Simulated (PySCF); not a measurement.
Molecule: SMILES O=S(CC)(=O)CC, C4H10O2S.

Cartesian coordinates in Å; atom numbers follow the order of the lines, from 1:
```xyz
17

C     2.6991    0.0812    0.2209
C     1.4105   -0.6450   -0.0969
S     0.0280    0.4470    0.3962
O     0.0773    0.6280    1.8216
O     0.0654    1.6271   -0.4240
C    -1.4840   -0.4971   -0.0151
C    -2.6723    0.3558    0.3720
H     2.7344    0.3045    1.2846
H     2.7279    1.0206   -0.3261
H     3.5672   -0.5173   -0.0486
H     1.3020   -1.5629    0.4734
H     1.2945   -0.8353   -1.1601
H    -1.4490   -0.6944   -1.0827
H    -1.4367   -1.4234    0.5503
H    -2.6267    0.5787    1.4353
H    -2.6346    1.2946   -0.1756
H    -3.6102   -0.1501    0.1514
```

Frames of a GFN2-xTB Langevin trajectory at 200 K; GIAO PBE0/pcSseg-1 shieldings in PySCF, gas phase, non-relativistic; equivalent atoms averaged within each frame.

Chemical shifts δ = σref − σ; ¹³C (σref 186.93) and ¹H (σref 31.72) vs TMS; ³³S (σref 503.73) against CS2; ¹⁷O (σref 336.08) against H2O, all at this level. The references are static minima.

**Question.** How do the shifts (ppm) fluctuate along the trajectory?

**Answer.** 
```
         time (fs)  C2/C6  C1/C7   S3  O4/O5  H11/H12/H13/H14  H8/H9/H10/H15/H16/H17
optimised geometry   56.6    5.2  307  185.4             2.58                   1.61
               250   59.0    6.6  315  203.8             2.46                   1.51
               425   60.7    5.9  311  193.4             3.12                   1.85
               625   61.0    6.2  303  190.6             3.13                   1.69
               800   57.6    4.2  318  189.2             2.62                   1.38
              1000   53.9    9.2  312  210.2             2.79                   1.86
    mean of frames   58.4    6.4  312  197.4             2.82                   1.66
standard deviation    2.9    1.8    6    9.1             0.30                   0.21
```

5 frames give an uncertainty of the mean of about the standard deviation over 2.2 at best, since frames this close in time may not be independent; classical motion lacks zero-point vibration, and the reference would need the same averaging.
